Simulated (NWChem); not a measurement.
SiHBr, singlet; SMILES [SiH]Br

```xyz
3

Si     0.0935    -1.5734     0.0000
H     -1.4334    -1.7430     0.0000
Br     0.0152     0.6775     0.0000
```
Atoms are numbered in this order, from 1.

Results from NWChem. Geometry optimised at PBE0/def2-SVP; all other runs use it. Low-valent species are run as closed-shell singlets; no triplet was tried in these runs. This build's default masses of Se (78.918 u) and Br (79.917 u) are each other's, which moves their modes by up to 0.6 %.

```csv
quantity,level,value
"vertical, lowest excitation, singlet (eV)","CAM-B3LYP/def2-SVPD, TDA",2.70
"vertical ionisation energy, ΔSCF (eV)",CAM-B3LYP/def2-SVP,___
dipole in solution (D) in n-hexane,"PBE0/def2-SVP, SMD",___
"isotropic polarisability (bohr³), static",CAM-B3LYP/def2-SVPD,54.1
dipole (D),PBE0/def2-SVP,___
highest harmonic frequency (cm⁻¹),PBE0/def2-SVP,2030
```

Question: What belongs in the gaps?

Answer: 
- vertical ionisation energy, ΔSCF (eV), value: 9.33
- dipole in solution (D) in n-hexane, value: 1.16
- dipole (D), value: 1.02
